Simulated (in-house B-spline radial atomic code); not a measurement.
# RPA and G0W0 on PBE0: Cl VIII (Cl7+)

Configuration [He] 2s2 2p6, mean-field start PBE0. Computed with an all-electron radial atomic-structure program (B-spline basis): all electrons, non-relativistic, point nucleus, each spin shell either full or empty, empty states to l = 9 with an (l + 1/2)⁻⁴ tail; G0W0 by contour deformation at full frequency.

Command:
```bash
python run_gw.py task.json out
```
Settings (radii: box in bohr, nucleus in fm):
```
Z                        17
electrons                10
configuration            [He] 2s2 2p6
hamiltonian              nr
method                   pbe0
lmax                     9
spin_polarised           False
box_radius               8.41
intervals                47
```

Run time, properties included: 0.6 s on 1 thread of Arm Neoverse V1, with other jobs on the host.

Energies (hartree):

```json
{"term": "mean-field total", "value": "-445.01180"}
{"term": "Hartree-Fock functional on these orbitals", "value": "-444.76134"}
{"term": "direct second order", "value": "-0.6529"}
{"term": "second-order exchange", "value": "0.23086"}
{"term": "SOSEX correction", "value": "0.21912"}
```

**Question.** What is the RPA correlation energy, and what remains with SOSEX?

**Answer.** RPA gives -0.60595 hartree (-1.65 eV per electron); RPA + SOSEX gives -0.38682, and the second-order doubles -0.42203 hartree (no singles). RPA lacks exchange-type terms and so overcorrelates at short range.

Quasi-particle levels (eV):

```json
{"level": "2p", "occupied": "yes", "mean field": "-330.23", "Σx - vxc": "-20.26", "Σc": "?", "QP weight": "?", "G0W0": "?"}
{"level": "2s", "occupied": "yes", "mean field": "-391.10", "Σx - vxc": "-27.06", "Σc": "4.41", "QP weight": "0.978", "G0W0": "-413.75"}
{"level": "1s", "occupied": "yes", "mean field": "-2907.61", "Σx - vxc": "-84.49", "Σc": "25.35", "QP weight": "0.928", "G0W0": "-2966.75"}
{"level": "3s", "occupied": "no", "mean field": "-119.49", "Σx - vxc": "6.35", "Σc": "-0.67", "QP weight": "0.998", "G0W0": "-113.80"}
```

G0W0 = mean field + (Σx - vxc) + Σc, with Σc (partial-wave tail included) taken at the quasi-particle energy.

**Question.** Where does G0W0 put 2p?

**Answer.** At -348.57 eV, with Σc = 1.91 eV and a quasi-particle weight of 0.983. The tabulated removal energy is 348.306 ± 0.007 eV (NIST, measured); the calculation leaves out relativity, Breit and QED terms, and what these don't explain is the method's own error.
